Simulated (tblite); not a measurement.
Run record: tight-binding relaxation, `CC[C@@H]1[AlH2-][N+](C)(C)[C@H]1C`.

Computed with GFN2-xTB geometry optimisation, gas phase (tblite 0.8.0). Start geometry: from a force field or distance geometry. The command runs a driver script over a list of jobs; the input below is this job's line of settings and its coordinates in Å.

Command:
```bash
OMP_NUM_THREADS=1 python probes_run.py task.json out
```

Input:
```
{"job": {"kind": "relax", "xc": "GFN2-xTB", "basis": "xTB"}, "charge": 0, "multiplicity": 1}
C      3.268900     0.148800    -0.213700
C      2.044600    -0.681400     0.062500
C      0.787100    -0.112000    -0.488000
Al     0.240500     1.687600     0.129900
N     -1.250200     0.479100     0.072800
C     -1.852100     0.453700    -1.240400
C     -2.235300     0.863300     1.072200
C     -0.360100    -0.581400     0.412400
C     -0.751900    -1.987800     0.107800
H      4.074500    -0.494300    -0.544200
H      3.577000     0.667200     0.732100
H      3.026300     0.884200    -1.005700
H      1.927300    -0.858200     1.153600
H      2.180500    -1.681100    -0.444100
H      0.597100    -0.315800    -1.548800
H      0.216400     2.819600    -0.946000
H      0.696900     2.112200     1.601400
H     -1.497000    -0.383800    -1.879100
H     -2.956300     0.372900    -1.109200
H     -1.633400     1.394000    -1.804500
H     -3.184000     1.077300     0.538100
H     -1.905700     1.785400     1.602400
H     -2.397800     0.027000     1.789200
H     -0.083300    -0.513600     1.485300
H     -1.192700    -2.137600    -0.886900
H      0.138000    -2.626200     0.184000
H     -1.495000    -2.372700     0.860700
```

Output:
```
step      E/eV     max force
  0    -765.20307    2.857
  1    -765.59893    1.679
  2    -765.77676    0.838
  3    -765.90586    0.774
  4    -766.02714    0.677
  5    -766.09091    0.652
  6    -766.13153    0.499
  7    -766.16926    0.402
  8    -766.19661    0.420
  9    -766.21556    0.362
... (150 lines left out)
160    -766.70239    0.015
161    -766.70244    0.017
162    -766.70250    0.021
163    -766.70255    0.020
164    -766.70260    0.014
165    -766.70264    0.013
166    -766.70268    0.014
167    -766.70272    0.012
168    -766.70275    0.010
169    -766.70278    0.009
```

«max force» is the largest atomic force in eV/Å.

From which step on does the largest force stay under 0.1 eV/Å, and how much energy is left to gain from there?

From step 65 (0.095 eV/Å), 32.7 meV above the end.

Main results: energy lowered by 34.6 kcal/mol over 169 steps; largest atomic force 0.009 eV/Å at the end.

Where do the atoms end?

0.643 Å rms from the input after alignment:
```
atom  x, y, z in Å
C1     3.4472   -0.0837   -0.3889
C2     2.1901   -0.6096    0.2897
C3     0.9318   -0.0536   -0.3879
Al4    0.3149    1.8565   -0.0325
N5    -1.3220    0.5946    0.1481
C6    -1.9611    0.5673   -1.1568
C7    -2.3165    0.6628    1.2056
C8    -0.3515   -0.5158    0.3399
C9    -0.8601   -1.8933   -0.0621
H10    4.3427   -0.4332    0.1207
H11    3.4364    1.0068   -0.3722
H12    3.4906   -0.4089   -1.4264
H13    2.1987   -0.2956    1.3381
H14    2.1984   -1.7058    0.2710
H15    0.9141   -0.4579   -1.4118
H16   -0.0895    2.8959   -1.1157
H17    0.5354    2.3441    1.4341
H18   -1.1877    0.5172   -1.9239
H19   -2.6504   -0.2743   -1.2671
H20   -2.5119    1.4980   -1.2977
H21   -2.9732    1.5144    1.0318
H22   -1.8109    0.8113    2.1592
H23   -2.9257   -0.2456    1.2569
H24   -0.1398   -0.5227    1.4153
H25   -0.9817   -1.9712   -1.1402
H26   -0.1306   -2.6375    0.2477
H27   -1.8078   -2.1338    0.4188
```

How long does this job take on an Arm Neoverse V1 with one thread, no GPU, on a shared host?

About 1.9 s.
Labels such as C1 count atoms from 1, the log's own numbers from 0.
